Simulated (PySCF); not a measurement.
Se(F)(SH), SMILES F[Se]S (HFSSe) at its PBE0/def2-SVP optimised geometry (Å):

```
4

Se    -0.6607    -1.0523     0.0000
F      1.1141    -1.0523     0.0000
S     -1.1141     1.0523     0.0000
H     -1.0860     1.2799    -1.3381
```

Computed with PBE0/def2-TZVP (PySCF 2.14.0). Cells within 0.4 Å of a nucleus heavier than hydrogen are left out (blank, or x).

Map of the electrostatic potential (hartree/e), clipped to [-0.08, 0.12] on the plane z = 0.0 Å:

```
|22233333333332222222222222222|
|22233333333332222222222222222|
|22333334444333222222222222222|
|22333344555433222222222222222|
|22233456777653322222222222222|
|22233469999985322111111111112|
|22234699999998422111111111111|
|22234899999999632111111111111|
|22235999999999942111111111111|
|222359999xx999952111111111111|
|22225999xxxx99952111111111111|
|222249999xx999963211000011111|
|22224899999999963210000001111|
|22223699999999985210000000111|
|22233599999999997421000000011|
|23334699999999999998410000011|
|33345799999999999999961000011|
|33346899999xx99999xx993000001|
|3344699999xxx9999xxxx95100001|
|3345699999xxx99999xx994000001|
|33446899999999999999992000011|
|33445699999999999999830000011|
|33344579999999999643100000011|
|33334457999999996321000000111|
|33334445678999864311000001111|
|33333344456666543221111111111|
|33333333444444433221111111111|
|33333333333443333221111111111|
|22333333333333332222111111111|
```
Scale: ten equal steps from -0.039 (start of '0') to 0.120 (end of '9'), in the order '0123456789'; x runs from -3.50 to 3.50, y from -3.50 (bottom) to 3.50 (top).
